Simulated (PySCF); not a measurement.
Job file and geometry (Å, from GFN2-xTB) of an NMR shielding run on C6H11BClN, GIAO PBE0/pcSseg-1 NMR shielding, non-relativistic, gas phase in PySCF 2.14.0, density-fitted response routines; density fitting, a coarse starting grid and PySCF grid level 2 are the driver's defaults:

```
$ OMP_NUM_THREADS=1 python probes_run.py task.json out

{"job": {"kind": "nmr", "xc": "PBE0", "basis": "pcSseg-1"}, "charge": 0, "multiplicity": 1}
C     -2.910333    -1.497004     0.895592
C     -3.029426     0.004025     1.123887
C     -1.827153     0.742356     0.502528
C     -1.928851     2.150050     0.804347
N     -2.021307     3.263969     1.047957
B     -1.739280     0.685033    -1.086127
C     -0.321331     0.682434    -1.765396
C     -0.318933     0.876251    -3.273561
Cl     1.347120     0.781161    -3.930503
H     -2.001285    -1.885257     1.350876
H     -3.759351    -2.015011     1.334877
H     -2.881730    -1.716522    -0.169854
H     -3.952529     0.374056     0.674133
H     -3.073362     0.210441     2.196132
H     -0.908698     0.391579     0.988786
H     -2.725109     0.681017    -1.716723
H      0.323614     1.441105    -1.310544
H      0.168944    -0.271588    -1.538514
H     -0.893848     0.101758    -3.779919
H     -0.702291     1.857768    -3.549372
```

Problem. What does the program print?

Solution. 
```
coarse grid: 17112 points
cycle   1  E = -774.3226402270  dE =  8.801e-01  |g| = 5.242e-01  |ddm| = 3.941e+00
cycle   2  E = -774.2078116215  dE =  1.148e-01  |g| = 9.136e-01  |ddm| = 1.255e+00
cycle   3  E = -774.3858915292  dE = -1.781e-01  |g| = 1.938e-01  |ddm| = 8.131e-01
cycle   4  E = -774.3941454669  dE = -8.254e-03  |g| = 4.365e-02  |ddm| = 1.663e-01
cycle   5  E = -774.3945506303  dE = -4.052e-04  |g| = 1.199e-02  |ddm| = 4.614e-02
cycle   6  E = -774.3945856187  dE = -3.499e-05  |g| = 2.236e-03  |ddm| = 1.265e-02
cycle   7  E = -774.3945866348  dE = -1.016e-06  |g| = 1.033e-03  |ddm| = 3.091e-03
final grid: 160288 points
cycle   8  E = -774.4451684343  dE = -5.377e-05  |g| = 9.129e-03  |ddm| = 3.408e-02
cycle   9  E = -774.4451626126  dE =  5.822e-06  |g| = 1.020e-02  |ddm| = 1.662e-02
cycle  10  E = -774.4451890780  dE = -2.647e-05  |g| = 1.385e-03  |ddm| = 9.161e-03
cycle  11  E = -774.4451894356  dE = -3.576e-07  |g| = 5.743e-04  |ddm| = 1.621e-03
cycle  12  E = -774.4451894976  dE = -6.209e-08  |g| = 1.827e-04  |ddm| = 4.761e-04
cycle  13  E = -774.4451895048  dE = -7.136e-09  |g| = 4.291e-05  |ddm| = 1.622e-04
cycle  14  E = -774.4451895052  dE = -4.238e-10  |g| = 9.192e-06  |ddm| = 3.851e-05
converged SCF energy = -774.4451895052

GIAO shielding tensors (ppm)
atom      isotropic    diamagn.    paramagn.     s11        s22        s33       span
  0 C      168.837     247.815     -78.978    157.108    162.545    186.858     29.750
  1 C      155.278     244.661     -89.384    145.817    149.380    170.636     24.819
  2 C      156.942     249.451     -92.509    134.403    156.073    180.350     45.947
  3 C       66.796     260.588    -193.792    -55.359    -37.805    293.552    348.911
  4 N      -37.390     340.884    -378.274   -211.521   -193.231    292.583    504.104
  5 B       14.259     190.660    -176.401    -57.412    -13.560    113.749    171.161
  6 C      144.361     254.626    -110.265    116.219    141.372    175.491     59.272
  7 C      136.983     243.117    -106.134    102.112    134.051    174.787     72.674
  8 Cl     824.827    1144.953    -320.127    614.536    779.287   1080.657    466.121
  9 H       30.826      31.216      -0.389     27.028     29.127     36.324      9.296
 10 H       30.372      26.079       4.293     25.746     27.214     38.154     12.408
 11 H       31.246      30.393       0.853     26.798     30.572     36.370      9.572
 12 H       29.566      27.903       1.663     25.735     28.855     34.108      8.373
 13 H       29.620      28.475       1.145     24.970     28.888     35.002     10.032
 14 H       29.206      35.350      -6.143     26.361     29.135     32.123      5.762
 15 H       24.375      30.972      -6.597     17.312     26.628     29.186     11.874
 16 H       29.327      34.077      -4.749     24.738     29.832     33.412      8.674
 17 H       29.973      33.951      -3.978     25.206     31.036     33.677      8.471
 18 H       27.750      27.476       0.274     21.698     27.683     33.869     12.171
 19 H       27.837      27.158       0.680     21.984     27.952     33.576     11.593
```

Size and cost of the density-fitted run: 215 basis functions, 81 s wall time on 1 thread of an Arm Neoverse N1, shared host; peak memory 1 GiB.
